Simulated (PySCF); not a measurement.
silane (H$_{4}$Si), singlet, at a GFN2-xTB geometry; DF-WB97M-V/aug-cc-pVDZ in PySCF.

Input for PySCF:
```python
from pyscf import gto, scf, dft

mol = gto.M(
    atom='''
Si   -0.00000000    0.00000000   -0.00000000
H     0.85687118    0.83207387    0.84090169
H    -0.85685565   -0.82713035    0.84578045
H    -0.82961346    0.85438800   -0.84584481
H     0.82959793   -0.85933152   -0.84083733
''',
    basis='aug-cc-pvdz',
    verbose=4,
)

mf = dft.RKS(mol)
mf.xc = 'wb97m_v'
mf = mf.density_fit(auxbasis='def2-universal-jkfit')
mf.kernel()
```

**Question.** Write the output that PySCF gives for this input, abridged.

**Answer.** 
```
PySCF version 2.14.0

[INPUT] verbose = 4
[INPUT] num. atoms = 5
[INPUT] num. electrons = 18
[INPUT] charge = 0
[INPUT] spin (= nelec alpha-beta = 2S) = 0
[INPUT] symmetry False subgroup None
[INPUT] Mole.unit = angstrom
[INPUT] Symbol           X                Y                Z      unit          X                Y                Z       unit  Magmom
[INPUT]  1 Si     0.000000000000   0.000000000000   0.000000000000 AA    0.000000000000   0.000000000000   0.000000000000 Bohr   0.0
[INPUT]  2 H      0.856871180000   0.832073870000   0.840901690000 AA    1.619251854233   1.572391729707   1.589073891784 Bohr   0.0
[INPUT]  3 H     -0.856855650000  -0.827130350000   0.845780450000 AA   -1.619222506786  -1.563049830816   1.598293412011 Bohr   0.0
[INPUT]  4 H     -0.829613460000   0.854388000000  -0.845844810000 AA   -1.567742228653   1.614559324115  -1.598415034785 Bohr   0.0
[INPUT]  5 H      0.829597930000  -0.859331520000  -0.840837330000 AA    1.567712881206  -1.623901223006  -1.588952269011 Bohr   0.0

nuclear repulsion = 21.6183353073154
number of shells = 28
number of NR pGTOs = 94
number of NR cGTOs = 63
basis = aug-cc-pvdz
ecp = {}

******** <class 'pyscf.df.df_jk.DFRKS'> ********
method = DFRKS
initial guess = minao
damping factor = 0
level_shift factor = 0
DIIS = <class 'pyscf.scf.diis.CDIIS'>
diis_start_cycle = 1
diis_space = 8
diis_damp = 0
SCF conv_tol = 1e-09
SCF conv_tol_grad = None
SCF max_cycles = 50
direct_scf = False
XC library pyscf.dft.libxc version 7.1.2
    S. Lehtola, C. Steigemann, M. J. T. Oliveira, and M. A. L. Marques,  SoftwareX 7, 1–5 (2018)
XC functionals = wb97m_v
    N. Mardirossian and M. Head-Gordon,  J. Chem. Phys. 144, 214110 (2016)
radial grids:
    Treutler-Ahlrichs [JCP 102, 346 (1995); DOI:10.1063/1.469408] (M4) radial grids

becke partition: Becke, JCP 88, 2547 (1988); DOI:10.1063/1.454033
pruning grids: <function nwchem_prune>
grids dens level: 3
symmetrized grids: False
atomic radii adjust function: <function treutler_atomic_radii_adjust>
** Following is NLC and NLC Grids **
NLC functional = wb97m_v
radial grids:
    Treutler-Ahlrichs [JCP 102, 346 (1995); DOI:10.1063/1.469408] (M4) radial grids

becke partition: Becke, JCP 88, 2547 (1988); DOI:10.1063/1.454033
pruning grids: <function nwchem_prune>
grids dens level: 3
symmetrized grids: False
atomic radii adjust function: <function treutler_atomic_radii_adjust>
small_rho_cutoff = 0
Set gradient conv threshold to 3.16228e-05
Initial guess from minao.
tot grids = 58416
tot grids = 58416
******** <class 'pyscf.df.df.DF'> ********
auxbasis = def2-universal-jkfit
Create RSH-DF object <pyscf.df.df.DF object> for omega=0.3
******** <class 'pyscf.df.df.DF'> ********
auxbasis = auxmol.basis = def2-universal-jkfit
init E= -291.551492397278
  HOMO = -0.400831226519938  LUMO = 0.0106051138826921  gap/eV = 11.19575
cycle= 1 E= -291.824783619495  delta_E= -0.273  |g|= 0.0903  |ddm|= 1.53
  HOMO = -0.457090254078691  LUMO = 0.0176922671306174  gap/eV = 12.91949
cycle= 2 E= -291.828268321692  delta_E= -0.00348  |g|= 0.0237  |ddm|= 0.188
  HOMO = -0.446273316200544  LUMO = 0.0192189975925325  gap/eV = 12.66669
cycle= 3 E= -291.828518867466  delta_E= -0.000251  |g|= 0.0064  |ddm|= 0.0832
  HOMO = -0.446840740014507  LUMO = 0.0193346424057643  gap/eV = 12.68528
cycle= 4 E= -291.828540030292  delta_E= -2.12e-05  |g|= 0.000681  |ddm|= 0.0273
  HOMO = -0.44705350494266  LUMO = 0.0193159599833672  gap/eV = 12.69056
cycle= 5 E= -291.828540441975  delta_E= -4.12e-07  |g|= 0.000129  |ddm|= 0.00429
  HOMO = -0.447039204891845  LUMO = 0.0193205841921835  gap/eV = 12.69030
cycle= 6 E= -291.828540460695  delta_E= -1.87e-08  |g|= 1.53e-05  |ddm|= 0.000396
  HOMO = -0.447041132203501  LUMO = 0.0193188730402998  gap/eV = 12.69030
cycle= 7 E= -291.828540460901  delta_E= -2.06e-10  |g|= 9.99e-07  |ddm|= 0.00018
  HOMO = -0.447041061562818  LUMO = 0.0193187036233935  gap/eV = 12.69030
Extra cycle  E= -291.828540460904  delta_E= -2.5e-12  |g|= 2.37e-07  |ddm|= 8.26e-06
converged SCF energy = -291.828540460904
```
